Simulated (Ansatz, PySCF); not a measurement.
Constitutional and geometric isomers with formula C2H3B. Isolated molecules, 0 K electronic values unless said otherwise. Strings in code marks are SMILES.

Quantity: electronic energy of isomers of C2H3B relative to `B1C=C1`, in kJ/mol. The restricted reference of `B=C=C` is unstable towards unrestricted orbitals.

Level 1: frozen-core CCSD(T)/cc-pVTZ // B3LYP-D3(BJ)/def2-TZVP (Ansatz, a quantum-chemistry and plane-wave program)
Level 2: LDA/cc-pVTZ // B3LYP-D3(BJ)/def2-TZVP (Ansatz)
Level 3: PBE-D3(BJ)/def2-TZVP // B3LYP-D3(BJ)/def2-TZVP (PySCF)
Level 4: B3LYP/6-31G* // B3LYP-D3(BJ)/def2-TZVP (PySCF)

```csv
species,level 2,level 3,level 4
`BC#C`,73.1,53.9,41.40
`B=C=C`,117.8,105.1,103.8
```

Question: What does level 1 give for each?

Answer: 
- `BC#C`: 34.89
- `B=C=C`: 106.3
